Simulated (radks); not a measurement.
Spherical quantum dot in the effective-mass picture: electrons in a hard-walled sphere of radius 2.5, with a point charge +1 (a donor) at the centre, all in effective atomic units (hartree* = m*/eps^2 hartree, bohr* = eps/m* bohr), one dielectric constant everywhere. Calculated with a radial shooting solver with Libxc functionals: non-relativistic Kohn-Sham, LDA (Slater exchange, Perdew-Wang correlation), spin-polarised, spherical densities. Levels are named by radial order and angular momentum (1s, 1p, 1d, 2s, ...), and open shells are averaged over m. Results are scaled to m* = 0.218 and eps = 12.8, for which hartree* = 36.21 meV and bohr* = 3.107 nm.

N = 5, configuration 1s2 1p(up 3, down 0). This is the lowest configuration that the search found. Occupied and some empty levels:

| level | occupation | eigenvalue (meV) | <r> (nm) |
|---|---|---|---|
| 1s up | 1 | 90.367 | 3.764 |
| 1s down | 1 | 95.737 | 3.711 |
| 1p up | 3 | 121.74 | 4.687 |
| 1p down | 0 | 127.88 | 4.688 |
| 1d up | 0 | 157.96 | 5.105 |
| 1d down | 0 | 164.09 | 5.114 |
| 2s up | 0 | 165.09 | 3.744 |
| 2s down | 0 | 169.08 | 3.775 |
| 1f up | 0 | 201.81 | 5.385 |
| 1f down | 0 | 207.77 | 5.395 |

Energy (meV): total 286.399, kinetic 236.07, external -156.97, Hartree 291.20, exchange-correlation -83.907.

Electron density:

| r (nm) | n(r) (e/nm^3) |
|---|---|
| 0.376 | 0.01589 |
| 0.764 | 0.01292 |
| 1.15 | 0.01090 |
| 1.54 | 0.009551 |
| 1.93 | 0.008652 |
| 2.32 | 0.008040 |
| 2.71 | 0.007584 |
| 3.10 | 0.007183 |
| 3.49 | 0.006757 |
| 3.87 | 0.006252 |
| 4.26 | 0.005634 |
| 4.65 | 0.004900 |
| 5.04 | 0.004068 |
| 5.43 | 0.003184 |
| 5.82 | 0.002308 |
| 6.20 | 0.001508 |
| 6.59 | 0.0008463 |
| 6.98 | 0.0003672 |
| 7.37 | 0.00008879 |
| 7.76 | 1.498e-07 |
